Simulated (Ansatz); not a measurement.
System: BeCl, charge 0, doublet. BeCl (SMILES [Be][Cl], doublet).
B3LYP-D3(BJ)/def2-TZVP minimum from Ansatz (a quantum-chemistry and plane-wave program):
```xyz
2

Be     0.0000     0.0000    -1.4703
Cl     0.0000     0.0000     0.3460
```
Charge 0, spin multiplicity 2.

Total energies in def2-QZVPP, 9 correlated electrons, 6 frozen orbitals. Radicals and triplets start from unrestricted determinants; spin-orbit coupling is neglected. Cores are frozen in correlated methods. No relativity. The spin of BeCl ([Be][Cl], doublet) was assumed, and the state is the lowest solution found for it.

```
method    program  energy (Eh)  minus CCSDT(Q) (mEh)
--------  -------  -----------  --------------------
HF         Ansatz   -474.19658                260.92
MP2        Ansatz   -474.42765                 29.84
CCSD       Ansatz   -474.44484                 12.65
CCSD(T)    Ansatz   -474.45633                  1.16
CCSDT(Q)   Ansatz   -474.45749                  0.00
```

Rough core times of Ansatz's runs on a shared machine: CCSD(T) under 20 s, CCSDT(Q) 10 min.
